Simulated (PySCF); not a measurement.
Input file for PySCF: R-HF/STO-3G on CH6OS (a complex), monomers drawn apart or pushed together.

```python
from pyscf import gto, scf, dft, mp
from pyscf.data.elements import chemcore

mol = gto.M(
    atom='''
    O    -0.03098846    0.48258715    0.03750103
    H    -0.75444394    0.09814165   -0.46915380
    H     0.77515782    0.20624057   -0.41157500
    C    -0.33364777    0.67851547    5.06557270
    S    -0.17402370   -0.92747397    4.21710714
    H    -1.24098202    1.19577927    4.76044041
    H    -0.39239952    0.46340443    6.13117684
    H     0.53420489    1.30838715    4.88108804
    H    -0.12117089   -0.44042911    2.96291600
    ''',
    basis='sto-3g',
    charge=0, spin=0, verbose=3, max_memory=1800)
mf = scf.RHF(mol)
mf.conv_tol = 1e-8
mf.max_cycle = 100
mf.kernel()
if not mf.converged:
    mf = mf.newton().run(mf.mo_coeff, mf.mo_occ)
```

Give the final energy of this run.

-507.8593 hartree.
